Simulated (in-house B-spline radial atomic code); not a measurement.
Ca⁺: [Ne] 3s2 3p5 4s1 5p1 (an excited or competing configuration)

All numbers are computed (non-relativistic TPSS, spin-polarised, spherical fractional occupations; point nucleus) with an all-electron radial atomic-structure program (B-spline basis), not measured.

Effective charges: Z_r = [3n² - l(l+1)]/(2<r>) from the radius, Z_e = n√(-2ε) from the energy, and Slater's rules. Values are occupation-weighted means over spin.

| shell | electrons | ε (eV) | <r> (bohr) | Z_r | Z_e | Slater |
| --- | --- | --- | --- | --- | --- | --- |
| 1s | 2 | -3961 | 0.07731 | 19.40 | 17.06 | 19.70 |
| 2s | 2 | -434.44 | 0.3659 | 16.40 | 11.30 | 15.85 |
| 2p | 6 | -356.93 | 0.3283 | 15.23 | 10.24 | 15.85 |
| 3s | 2 | -65.871 | 1.134 | 11.91 | 6.60 | 9.10 |
| 3p | 5 | -46.507 | 1.218 | 10.27 | 5.55 | 9.10 |
| 4s | 1 | -14.018 | 3.099 | 7.74 | 4.06 | 4.05 |
| 5p | 1 | -4.0284 | 7.997 | 4.56 | 2.72 | 2.15 |

The least bound orbital is 5p up at -4.028 eV, and it is also the most diffuse (<r> = 7.997 bohr).
